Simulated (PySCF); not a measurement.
# Solvent effects on NMR parameters

Geometry:
```json
{"atom": "F1", "x (Å)": "4.704", "y (Å)": "0.538", "z (Å)": "-0.715"}
{"atom": "C2", "x (Å)": "3.652", "y (Å)": "-0.324", "z (Å)": "-0.473"}
{"atom": "Si3", "x (Å)": "2.064", "y (Å)": "0.690", "z (Å)": "-0.347"}
{"atom": "O4", "x (Å)": "0.872", "y (Å)": "-0.460", "z (Å)": "-0.069"}
{"atom": "C5", "x (Å)": "-0.461", "y (Å)": "-0.287", "z (Å)": "0.095"}
{"atom": "C6", "x (Å)": "-1.244", "y (Å)": "-1.425", "z (Å)": "0.317"}
{"atom": "C7", "x (Å)": "-2.618", "y (Å)": "-1.297", "z (Å)": "0.492"}
{"atom": "C8", "x (Å)": "-3.227", "y (Å)": "-0.042", "z (Å)": "0.447"}
{"atom": "C9", "x (Å)": "-2.444", "y (Å)": "1.088", "z (Å)": "0.225"}
{"atom": "C10", "x (Å)": "-1.066", "y (Å)": "0.973", "z (Å)": "0.050"}
{"atom": "H11", "x (Å)": "3.587", "y (Å)": "-1.065", "z (Å)": "-1.289"}
{"atom": "H12", "x (Å)": "3.841", "y (Å)": "-0.882", "z (Å)": "0.461"}
{"atom": "H13", "x (Å)": "1.807", "y (Å)": "1.429", "z (Å)": "-1.616"}
{"atom": "H14", "x (Å)": "2.142", "y (Å)": "1.658", "z (Å)": "0.785"}
{"atom": "H15", "x (Å)": "-0.751", "y (Å)": "-2.398", "z (Å)": "0.349"}
{"atom": "H16", "x (Å)": "-3.222", "y (Å)": "-2.192", "z (Å)": "0.665"}
{"atom": "H17", "x (Å)": "-4.306", "y (Å)": "0.053", "z (Å)": "0.585"}
{"atom": "H18", "x (Å)": "-2.907", "y (Å)": "2.078", "z (Å)": "0.188"}
{"atom": "H19", "x (Å)": "-0.462", "y (Å)": "1.868", "z (Å)": "-0.123"}
```

GIAO PBE0/pcSseg-1 in PySCF on one PBE0-D3(BJ)/def2-SVP conformer, non-relativistic, equivalent nuclei averaged. Solvents enter as an IEF-PCM continuum (benzene with ε = 2.3, methanol with ε = 32.6) around the gas-phase geometry. Shifts are referred to CFCl3, TMS computed in the same medium.

Gas phase, δ in ppm: F1 -311.0, C5 161.7, C7/C9 135.5, C8 126.4, C6/C10 121.7, C2 72.9, Si3 -25.8, H16/H18 7.40, H17 7.09, H15/H19 6.91, H13/H14 5.18, H11/H12 4.85. Dipole moment 1.22 D.

Question: How does each δ change in the continuum?

Answer: 
```tsv
atoms	environment	Δδ, benzene	Δδ, methanol
F1	fluorine on an sp3 carbon	-1.6	-3.0
C5	aromatic carbon bearing oxygen	+0.6	+1.2
C7/C9	aromatic CH	+0.7	+1.7
C8	aromatic CH	+0.6	+1.4
C6/C10	aromatic CH	+0.5	+1.2
C2	sp3 CH2 bonded to F and Si	+0.8	+1.9
Si3	silicon bonded to C, O, 2 H	+0.7	+1.5
H16/H18	hydrogen on an aromatic CH	+0.10	+0.24
H17	hydrogen on an aromatic CH	+0.09	+0.21
H15/H19	hydrogen on an aromatic CH	+0.09	+0.22
H13/H14	hydrogen on a silicon bonded to C, O	0.00	0.00
H11/H12	hydrogen on an sp3 CH2 bonded to F and Si	+0.13	+0.26
```

Changes are relative to the gas phase. The dipole moment becomes 1.29 D in benzene, 1.36 D in methanol.

Question: Which of the listed nuclei move most (in ppm), and what does the model miss? (N and O are left out, as their reference compounds move with the solvent too.)

Answer: F1 (fluorine on an sp3 carbon, -3.0 ppm) in methanol. A continuum only polarises the solute; specific hydrogen bonds, the anisotropy of aromatic solvents and changes of geometry or conformer are outside it.
